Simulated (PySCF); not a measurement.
IRb, charge +1, multiplicity 2. Atoms are numbered in the order given.

```xyz
2

Rb     0.0000     0.0000    -2.2694
I      0.0000     0.0000     1.5843
```
Charge +1, spin multiplicity 2.

Geometry optimised at B3LYP-D3(BJ)/def2-TZVPD. The spin state was assumed, not searched. The def2 effective core potentials stand for the cores of I, Rb; spin–orbit coupling is left out.

Method: PySCF with B3LYP/def2-TZVPD.

Mulliken values depend strongly on the basis, most of all with diffuse functions as here. ESP charges are fitted to the potential on shells at 1.4 to 2.0 van der Waals radii. Atomic charges (e):

```
atom  Mulliken  ESP fit  Mulliken spin
----  --------  -------  -------------
Rb1       0.98        …           0.00
I2        0.02        …           1.00
```

### Question
What belongs in the gaps? (An estimate is asked for; the answer gives what the named calculation found.)

### Answer

- Rb1, ESP fit: 0.89
- I2, ESP fit: 0.11
